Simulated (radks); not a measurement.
The numbers below are computed, except where a source is named.
Question: Neutral zinc, [Ar] 3d10 4s2. Level of theory: non-relativistic Kohn-Sham, exchange-only LDA, spin-polarised, spherical densities, point nucleus (a radial shooting solver on a logarithmic mesh with Libxc functionals). Every spin shell is full or empty, so the densities are truly spherical. Functionals are evaluated on that one density, not self-consistently. Rank these orbital-free kinetic functionals by their error against the exact value of the orbitals, and give that value: Thomas-Fermi, TF + vW, TF + vW/9, TF + vW/5, LC94, revAPBEK, Thakkar, Pearson, LKT, PG1, DePristo-Kress, Ernzerhof.

Answer: Exact: 1773.91 hartree. From best to worst, with 100 (|E| - |E exact|)/|E exact| (equal figures are ties): LC94 -0.12, revAPBEK +0.21, DePristo-Kress -0.21, Ernzerhof -0.51, Thakkar -0.57, TF + vW/9 -0.89, Pearson -1.30, TF + vW/5 +3.49, Thomas-Fermi -6.36, PG1 +18.42, LKT +23.28, TF + vW +42.93.
